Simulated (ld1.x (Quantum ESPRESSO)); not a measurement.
## Before and after: PAW potential for F

F (Z = 9), PAW, made with ld1.x (Quantum ESPRESSO) 7.5 (PBEsol, non-relativistic). Core [He], reference 2s2 2p4.75 (charge +0.25). Waves: 2s (bound): rcut 0.65, rcutus 0.85 bohr; 2s channel at 2.6 Ry: rcut 0.65, rcutus 0.85 bohr; 2p (bound): rcut 1.35, rcutus 1.75 bohr; 2p channel at 3.25 Ry: rcut 1.35, rcutus 1.75 bohr; 3d channel at -0.1 Ry: rcut 1.05, rcutus 1.25 bohr. Local part: all-electron potential smoothed inside 0.85 bohr (lloc = -2). Core correction: Bessel-smoothed model core, default radius (core density twice the valence density). Augmentation charge: BESSEL, radius 0.55 bohr.

Change: reference 2s2 2p3; added wave 3d channel at 2.5 Ry: rcut 1.05, rcutus 1.25 bohr.

Cutoffs: the cutoffs (Ry, on a coarse ladder) from which the occupation-weighted sum of valence levels, in a spherical-Bessel basis at the reference potential, stays within 10 and 1 mRy of its value at 400 Ry; they do not see the model core or the augmentation charge, which bear on the density cutoff. Errors are all-electron minus pseudo energies relative to the spin-unpolarised reference configuration.

Question: What does the change do?

Answer: The potential gets harder (25 Ry and 50 Ry → 30 Ry and 70 Ry); neither file shows a bound ghost.

| quantity | base | changed |
| --- | --- | --- |
| cutoff, loose | 25 Ry | 30 Ry |
| cutoff, tight | 50 Ry | 70 Ry |
| loose cutoff by channel (10 mRy a level) | s 21 Ry, p 21 Ry | s 25 Ry, p 25 Ry |
| bound ghosts | none | none |
| largest error over its own tests, meV | +76 | +108 |
| s: phases at 1.91 bohr within 0.05 rad from the reference energy up to (Ry; the scan ends near 5) | to the end of the scan | to the end of the scan |
| p: phases at 1.91 bohr within 0.05 rad from the reference energy up to (Ry; the scan ends near 5) | to the end of the scan | to the end of the scan |
| d: phases at 1.91 bohr within 0.05 rad from the reference energy up to (Ry; the scan ends near 5) | to the end of the scan | to the end of the scan |
| lowest overlap eigenvalue by channel | s 0.56, p 0.81, d 0.87 | s 0.55, p 0.75, d 0.92 |
